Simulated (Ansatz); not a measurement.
Geometry optimisation, RKS B3LYP-D4/def2-SVP (Ansatz 0.2.0).

Input file:

```yaml
crystal:
  periodic: [false, false, false]
  atoms:
    - { symbol: B, position_ang: [-0.817717, 0.395814, -0.666127] }
    - { symbol: C, position_ang: [0.725247, 0.178493, -0.955807] }
    - { symbol: F, position_ang: [-1.742589, -0.397714, -1.18634] }
    - { symbol: F, position_ang: [-1.254283, 1.46149, -0.006987] }
    - { symbol: H, position_ang: [0.509256, -0.995172, 1.103205] }
    - { symbol: Se, position_ang: [-0.445918, -1.243837, 2.225634] }
    - { symbol: H, position_ang: [0.939421, 0.704486, -1.90796] }
    - { symbol: H, position_ang: [0.995717, -0.877283, -1.107637] }
    - { symbol: H, position_ang: [1.38107, 0.628083, -0.194356] }
    - { symbol: H, position_ang: [-0.290204, 0.145739, 2.696375] }
basis:
  gaussian: { orbitals: def2-SVP }
hamiltonian:
  xc: b3lyp
  dispersion: d4
relax:
  f_tol: 0.03
  max_steps: 50
```

Launched with:

```bash
$ ansatz run input.yaml --threads 2 --pin off --max-ram 3072MiB --backend cpu --events-out ev --progress --plain --runs-dir out
```

Question: Where does it end, and by what steps?

Answer: It converged. The force dipped under the threshold on the way, but the program's further checks kept it going. After 30 steps the energy has fallen by 0.138 eV; H5 moved furthest, 1.47 Å.

| step | energy less start (eV) | largest force component (eV/Å) | accepted |
| --- | --- | --- | --- |
| 0 | 0.0000 | 0.526 | yes |
| 2 | -0.0477 | 0.628 | no |
| 4 | -0.0752 | 0.175 | yes |
| 6 | -0.0961 | 0.562 | yes |
| 8 | -0.1179 | 0.227 | yes |
| 10 | -0.1269 | 0.061 | yes |
| 12 | -0.1281 | 0.169 | yes |
| 14 | -0.1308 | 0.031 | yes |
| 16 | -0.1308 | 0.127 | yes |
| 18 | -0.1326 | 0.098 | yes |
| 20 | -0.1333 | 0.152 | yes |
| 22 | -0.1352 | 0.012 | yes |
| 24 | -0.1343 | 0.282 | no |
| 26 | -0.1367 | 0.062 | yes |
| 28 | -0.1373 | 0.068 | yes |
| 30 | -0.1381 | 0.025 | yes |

```xyz
10
Properties=species:S:1:pos:R:3
B -0.671 0.511 -0.608
C 0.707 0.204 -1.277
F -1.780 -0.137 -0.947
F -0.834 1.528 0.235
H 0.908 -0.765 2.497
Se -0.308 -1.420 1.976
H 0.782 0.781 -2.216
H 0.805 -0.860 -1.540
H 1.552 0.504 -0.640
H -1.162 -0.346 2.519
```

The run took 78 s on 2 threads of AMD EPYC 7R13 Processor (Zen 3) (shared host), peak memory 0.3 GiB.
